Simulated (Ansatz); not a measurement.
Al(F)(I)(OMe) (CH3AlFIO), SMILES [Al]([O]C)([I])[F].

Geometry optimised at PBE0-D3(BJ)/def2-SVP. The def2 effective core potentials stand for the cores of I; spin–orbit coupling is left out. The values are those of a single conformer.

Two levels are set side by side: PBE/def2-SVPD (Ansatz, a quantum-chemistry and plane-wave program) and CAM-B3LYP/def2-SVPD (Ansatz). Energy differences of separate SCF runs at the same geometry; the states with an electron removed or added have multiplicity 2 and 2. Differences are taken from unrounded values.

```json
[
 {"quantity": "vertical ionisation energy (eV)", "CAM-B3LYP": "10.45"},
 {"quantity": "vertical singlet–triplet gap (eV)", "CAM-B3LYP": "5.55"}
]
```

Q: What does PBE give, and how far is it from CAM-B3LYP? (The exact figures need the calculation; the answer reports its results.)

A: 
| quantity | PBE | PBE minus CAM-B3LYP |
|---|---|---|
| vertical ionisation energy (eV) | 9.79 | -0.66 |
| vertical singlet–triplet gap (eV) | 4.88 | -0.67 |
